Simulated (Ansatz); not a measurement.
Consider the cleavage of the In–P bond: `[CH3][InH][PH2]` + H₂S → `[CH3][InH][SH]` + PH₃.

Gas-phase electronic energies from Ansatz, PBE0-D4/def2-TZVP geometries. CCSD(T)/CBS is the MP2 limit (def2-TZVPP, def2-QZVPP) plus CCSD(T) − MP2 in def2-TZVPP, frozen cores. This one scheme is used for every species. DFT in def2-TZVPP. Elements past krypton have def2 core potentials. For In outer-core shells are correlated without core-valence functions, which leaves a few kJ/mol of doubt a bond. One conformer a species, not always the lowest.

```csv
level,ΔE (kJ/mol)
r2SCANh,-48.9
r2SCAN0,-48.7
LC-ωPBE,-47.4
MP2/def2-TZVPP,-48.6
```

(1) What does CCSD(T)/CBS give? (An estimate is asked.)

Largest T1 diagnostic among the species: 0.013.

Answers

(1) Computed: -48.6 kJ/mol. The listed levels differ from it by -0.3, -0.1, 1.2, 0.0 kJ/mol.

In def2-TZVPP, CCSD(T) changes the Hartree–Fock value by +9.1 kJ/mol (the triples alone add +0.5 kJ/mol) and MP2 by +8.3 kJ/mol. Leaving LDA and LC-ωPBE aside and taking each functional with its dispersion term where it has one, the values, not all of them listed here, spread over 6.7 kJ/mol, from BHLYP-D4 to revPBE-D4.
